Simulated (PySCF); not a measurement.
# Computed spin Hamiltonian

Compound: C3H6FSi (doublet state).
Geometry (GFN2-xTB, Å), atoms numbered from 1 in this order:
```
atom  x, y, z in Å
C1     2.0990    0.1072    1.0228
C2     1.1888    0.5947    0.2502
C3     0.2305   -0.2093   -0.6120
Si4   -1.5667   -0.0245   -0.0245
F5    -2.4793   -0.8977   -1.0297
H6     2.4688   -0.8437    1.3279
H7     1.0520    1.6668    0.1629
H8     0.5267   -1.2598   -0.5984
H9     0.3254    0.1420   -1.6424
H10   -1.7834   -0.6111    1.2884
H11   -2.0563    1.3381   -0.1712
```

The hyperfine couplings belong to this conformer and change with its torsions.

As a line formula: `[H]/[C]=C\C[SiH2]F` [radical].

Level of theory: PySCF, UKS B3LYP, pcH-1 on C F H Si, non-relativistic, mean-field spin-orbit, GIAO. Geometry: GFN2-xTB, one conformer, isolated molecule. Couplings are sensitive to structure, and on GFN2-xTB geometries they can be far from those on DFT ones. Stability of the SCF solution: not tested.

```
g1, g2, g3                      : 2.00170, 2.00223, 2.00268
g_iso                           : 2.00220
Form of g                       : rhombic: the two nearest values differ by 46 % of g3 − g1
⟨S²⟩                            : 0.7590 (exact 0.7500)
α and β electrons               : 24, 23
HOMO–LUMO gap, α and β orbitals : 6.25, 5.00 eV
Total energy                    : -507.24674 Eh
```

Isotropic coupling and dipolar principal values T1 to T3, in G; ρ(0) is the spin density at the nucleus (MHz turned into gauss with g_iso; 10 G = 1 mT):

```json
{"atom": "C1", "isotope": "13C", "a_iso": "112.8", "of which spin–orbit": "0.0", "T1": "-29.3", "T2": "-21.5", "T3": "50.8", "Mulliken spin population": "1.04", "ρ(0) (bohr⁻³)": "0.2812"}
{"atom": "C2", "isotope": "13C", "a_iso": "-4.5", "of which spin–orbit": "0.0", "T1": "-6.8", "T2": "0.8", "T3": "6.0", "Mulliken spin population": "-0.17", "ρ(0) (bohr⁻³)": "-0.0113"}
{"atom": "C3", "isotope": "13C", "a_iso": "29.1", "of which spin–orbit": "0.0", "T1": "-3.0", "T2": "-2.6", "T3": "5.6", "Mulliken spin population": "0.08", "ρ(0) (bohr⁻³)": "0.0725"}
{"atom": "Si4", "isotope": "29Si", "a_iso": "2.9", "of which spin–orbit": "0.0", "T1": "-0.3", "T2": "0.1", "T3": "0.2", "Mulliken spin population": "0.00", "ρ(0) (bohr⁻³)": "-0.0090"}
{"atom": "F5", "isotope": "19F", "a_iso": "3.2", "of which spin–orbit": "0.0", "T1": "-1.5", "T2": "-1.5", "T3": "3.0", "Mulliken spin population": "0.00", "ρ(0) (bohr⁻³)": "0.0022"}
{"atom": "H6", "isotope": "1H", "a_iso": "13.2", "of which spin–orbit": "0.0", "T1": "-11.6", "T2": "-2.5", "T3": "14.2", "Mulliken spin population": "0.00", "ρ(0) (bohr⁻³)": "0.0083"}
{"atom": "H7", "isotope": "1H", "a_iso": "39.6", "of which spin–orbit": "0.0", "T1": "-2.4", "T2": "-1.9", "T3": "4.3", "Mulliken spin population": "0.05", "ρ(0) (bohr⁻³)": "0.0248"}
{"atom": "H8", "isotope": "1H", "a_iso": "-1.8", "of which spin–orbit": "0.0", "T1": "-2.3", "T2": "-0.6", "T3": "2.8", "Mulliken spin population": "0.00", "ρ(0) (bohr⁻³)": "-0.0011"}
{"atom": "H9", "isotope": "1H", "a_iso": "-2.9", "of which spin–orbit": "0.0", "T1": "-1.6", "T2": "-0.5", "T3": "2.1", "Mulliken spin population": "0.00", "ρ(0) (bohr⁻³)": "-0.0018"}
{"atom": "H10", "isotope": "1H", "a_iso": "-0.1", "of which spin–orbit": "0.0", "T1": "-0.4", "T2": "-0.3", "T3": "0.7", "Mulliken spin population": "0.00", "ρ(0) (bohr⁻³)": "-0.0001"}
{"atom": "H11", "isotope": "1H", "a_iso": "0.4", "of which spin–orbit": "0.0", "T1": "-0.3", "T2": "-0.2", "T3": "0.5", "Mulliken spin population": "0.00", "ρ(0) (bohr⁻³)": "0.0002"}
```

Largest spin populations (Mulliken): C1 (+1.04), C2 (-0.17) and C3 (+0.08). C1 is the only atom above +0.15.

Axes: g1 points within 7° of the C1–H6 bond and g2 points within 5° of the C2–C3 bond.

Under fast tumbling the dipolar parts average out, and these isotropic splittings remain: 1 × 1H (H7, I = 1/2, 2 lines) with 3.96 mT, 1 × 1H (H6, I = 1/2, 2 lines) with 1.32 mT, 1 × 19F (F5, I = 1/2, 2 lines) with 0.32 mT and 2 × 1H (H8/H9, I = 1/2, 3 lines) with 0.24 mT.

Nuclei that the bonding pattern makes equivalent are averaged, as if the motion that swaps them (rotation, inversion, ring flip) were fast.

The 29Si coupling of Si4 (8.0 MHz) shows only in satellite lines or after enrichment, since that isotope makes up about 4.7 % of natural silicon.

The 13C coupling of C1 (316.0 MHz) shows only in satellite lines or after enrichment, since that isotope makes up about 1.07 % of natural carbon.

β density exceeds α density at some nuclei, such as C2 (-0.0113), Si4 (-0.0090) and H8/H9 (-0.0015), spin density in bohr⁻³. In a single determinant that takes different orbitals for the two spins, that is spin polarisation.

Hardware: an Intel Xeon 6975P-C with one thread, shared host with 192 logical CPUs at a one-minute load of 79. Cost: 23 s (grids of density and orbitals included), 0.66 GiB resident at most.
